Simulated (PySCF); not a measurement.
This PySCF input asks for the NMR shieldings of `C([SiH2]N)CNCC(F)(F)F`, C4H11F3N2Si; the geometry comes from GFN2-xTB.

```python
import basis_set_exchange as bse
import numpy as np
from pyscf import gto, dft
from pyscf.prop import nmr

atoms = """
N     3.529735   -0.217906    1.223574
Si    2.511762    0.747405    0.224792
C     0.949365   -0.298146   -0.052420
C    -0.113330    0.468625   -0.822625
N    -1.202120   -0.403031   -1.260838
C    -2.045776   -0.946606   -0.232869
C    -2.937160    0.073606    0.494018
F    -3.496613    0.946847   -0.360465
F    -2.284981    0.802710    1.411398
F    -3.948699   -0.529013    1.142802
H     4.402559    0.168805    1.541880
H     3.648176   -1.195706    1.012568
H     3.062279    1.121455   -1.091127
H     2.239865    1.957731    1.000437
H     0.555611   -0.608843    0.915118
H     1.183335   -1.206340   -0.609226
H    -0.465583    1.316528   -0.217770
H     0.324985    0.875557   -1.736408
H    -1.765717    0.070779   -1.959165
H    -2.721730   -1.680715   -0.681870
H    -1.434883   -1.446798    0.521832
"""
names = dict.fromkeys(["N", "Si", "C", "F", "H"], "pcSseg-1")
basis = {el: gto.basis.parse(bse.get_basis(n, elements=[el], fmt="nwchem")) for el, n in names.items()}
mol = gto.M(atom=atoms, basis=basis, charge=0, verbose=0)
mf = dft.RKS(mol, xc="PBE0")
mf.grids.level = 2
mf.grids.alignment = dft.numint.BLKSIZE   # the property module wants whole blocks of grid points
mf.conv_tol = 1e-9
mf.kernel()

calc = nmr.RKS(mf)   # GIAO
C = mf.mo_coeff
Co = C[:, mf.mo_occ > 0]
resp = mf.gen_response(singlet=True, hermi=2)
def vind(x):   # induced exchange potential for any number of trial vectors
    d = np.einsum("pi,xij,qj->xpq", C, 2 * x.reshape(-1, C.shape[1], Co.shape[1]), Co, optimize=True)
    return np.einsum("xpq,pi,qj->xij", resp(d - d.transpose(0, 2, 1)), C, Co, optimize=True).ravel()
mo1, _ = nmr.rhf.solve_mo1(calc, with_cphf=vind)
sigma = calc.kernel(mo1)
for i, s in enumerate(sigma):   # ppm
    print("%2d %-2s %9.2f" % (i, mol.atom_pure_symbol(i), np.trace(s) / 3))
```

Problem. What are the results?

Solution. 
```
 0 N     262.50
 1 Si    380.58
 2 C     172.42
 3 C     144.20
 4 N     219.17
 5 C     137.05
 6 C      51.69
 7 F     266.46
 8 F     250.67
 9 F     253.41
10 H      31.74
11 H      31.76
12 H      26.70
13 H      27.03
14 H      30.23
15 H      30.94
16 H      28.56
17 H      29.06
18 H      30.17
19 H      28.49
20 H      28.12
```

These numbers come from an equivalent density-fitted implementation of the same equations, which agrees with the script to about 0.01 ppm for H and up to a few tenths of a ppm for heavy atoms, so last digits may differ.

Problem. Turn these shieldings into chemical shifts. Shifts are taken against calculated references (same method and geometry level): 15N (σ = 267.73 ppm) vs NH3; 29Si (σ = 349.16 ppm), 13C (σ = 186.93 ppm), 1H (σ = 31.72 ppm) against TMS; 19F (σ = 170.95 ppm) vs CFCl3.

Solution. Averaging equivalent atoms: N 4: 48.6; N 0: 5.2; Si 1: -31.4; C 6: 135.2; C 5: 49.9; C 3: 42.7; C 2: 14.5; F 7/8/9: -85.9; H 12/13: 4.85; H 19/20: 3.41; H 16/17: 2.90; H 18: 1.55; H 14/15: 1.13; H 10/11: -0.03 ppm. Unscaled 19F shifts against computed CFCl3 carry errors that often reach 10 to 50 ppm. Experimental scales use liquid or dissolved standards, which lie at an offset from isolated NH3 (liquid NH3: subtract about 20 ppm).

Size and cost of the density-fitted run: 232 basis functions, 90 s wall time on 1 thread of an Intel Xeon Platinum 8259CL, shared host; peak memory 1.1 GiB.
